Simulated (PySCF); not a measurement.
C3H5, SMILES [CH]=CC, doublet, CAM-B3LYP/def2-SVP optimised geometry.

```
8

C      0.92    -0.73     0.00
C     -0.05     0.15     0.00
C     -1.52    -0.14     0.00
H      2.01    -0.73     0.00
H      0.23     1.22     0.00
H     -2.01     0.30     0.88
H     -1.72    -1.22     0.00
H     -2.01     0.30    -0.89
```

Density from PySCF with unrestricted CAM-B3LYP/def2-TZVP at that geometry.

Minimum of the electron density along straight lines between bonded atoms, close to the bond critical point (lines longer than 1.1 times the sum of covalent radii, or with two minima, are not listed):

| bond | length / Å | ρ at the minimum / e bohr⁻³ | ∇²ρ there / e bohr⁻⁵ | position (fraction from the first atom) |
|---|---|---|---|---|
| C1–C2 | 1.312 | (withheld) | -1.11 | 0.51 |
| C2–C3 | 1.503 | 0.256 | (withheld) | 0.51 |
| C1–H4 | 1.090 | 0.276 | -0.97 | 0.66 |
| C2–H5 | 1.105 | 0.269 | -0.91 | 0.65 |
| C3–H6 | 1.102 | 0.272 | -0.92 | 0.64 |
| C3–H7 | 1.098 | 0.276 | -0.94 | 0.64 |
| C3–H8 | 1.102 | 0.272 | -0.92 | 0.64 |

Task: What belongs in the gaps?

Result: 
- C1–C2, ρ at the minimum / e bohr⁻³: 0.363
- C2–C3, ∇²ρ there / e bohr⁻⁵: -0.67
